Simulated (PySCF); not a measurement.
Compound: C5H5F3N2O.
Atom-mapped SMILES: `[F:1][C:2]([F:3])([F:4])[CH2:5][CH2:6][c:7]1[n:8][cH:9][n:10][o:11]1` (hydrogens: H12, H13 on C5; H14, H15 on C6; H16 on C9)

Computed with PySCF 2.14.0, PBE0-D3(BJ)/def2-SVP geometry optimisation, gas phase.

Task: Give the optimised bond lengths and angles.

Result: 
```json
{"bond": "F1–C2, C2–F3, C2–F4", "length (Å)": "1.337", "order": "single"}
{"bond": "C2–C5", "length (Å)": "1.508", "order": "single"}
{"bond": "C5–C6", "length (Å)": "1.524", "order": "single"}
{"bond": "C6–C7", "length (Å)": "1.486", "order": "single"}
{"bond": "C7–N8", "length (Å)": "1.297", "order": "aromatic"}
{"bond": "N8–C9", "length (Å)": "1.365", "order": "aromatic"}
{"bond": "C9–N10", "length (Å)": "1.302", "order": "aromatic"}
{"bond": "N10–O11", "length (Å)": "1.371", "order": "aromatic"}
{"bond": "C7–O11", "length (Å)": "1.330", "order": "aromatic"}
{"bond": "C5–H12, C5–H13", "length (Å)": "1.099", "order": "single"}
{"bond": "C6–H14, C6–H15", "length (Å)": "1.101", "order": "single"}
{"bond": "C9–H16", "length (Å)": "1.090", "order": "single"}
```

Bonds in one row agree within 0.01 Å and their mean is given. Orders are formal, as drawn. A selection of angles:
```json
{"angle": "F1–C2–F3", "degrees": "107.5"}
{"angle": "F1–C2–C5", "degrees": "111.4"}
{"angle": "C2–C5–C6", "degrees": "113.1"}
{"angle": "C5–C6–C7", "degrees": "112.6"}
{"angle": "C6–C7–N8", "degrees": "128.2"}
{"angle": "C6–C7–O11", "degrees": "119.0"}
{"angle": "N8–C7–O11", "degrees": "112.8"}
{"angle": "C7–N8–C9", "degrees": "101.9"}
{"angle": "N8–C9–N10", "degrees": "114.7"}
{"angle": "C9–N10–O11", "degrees": "103.3"}
{"angle": "C7–O11–N10", "degrees": "107.4"}
```

Dihedral angles: F1–C2–C5–C6 62° (synclinal); C2–C5–C6–C7 76° (synclinal); C5–C6–C7–N8 44° (synclinal). The mirror-image conformer, all signs reversed, is as good.

The C–C distances run from 1.486 Å (C6–C7, drawn single) to 1.524 Å (C5–C6, drawn single), a spread of 0.038 Å. Of the pairs four or more bonds apart, F4···C7 is among the closest relative to their van der Waals radii: 2.90 Å, 91 % of the sum of Bondi's values. The C–N distances run from 1.297 Å (C7–N8, aromatic) to 1.365 Å (N8–C9, aromatic), a spread of 0.068 Å. N10 (pyridine-type nitrogen) is bent (angle 103.3°). The 5-membered ring C7–N8–C9–N10–O11 has internal angles of 101.9° to 114.7° (sum 540°, against 540° for a flat polygon); it is planar, 0.00 Å rms from its mean plane, widest ring torsion 0°.

Point group: C1 (no symmetry element, even within 0.4 Å). Not checked by PBE0-D3(BJ)/def2-SVP frequencies. One conformer, not necessarily the lowest.

Cost: about 2.4 min of CPU time on one thread; the machine was shared, so the figure is rough. These figures are those of the optimisation.
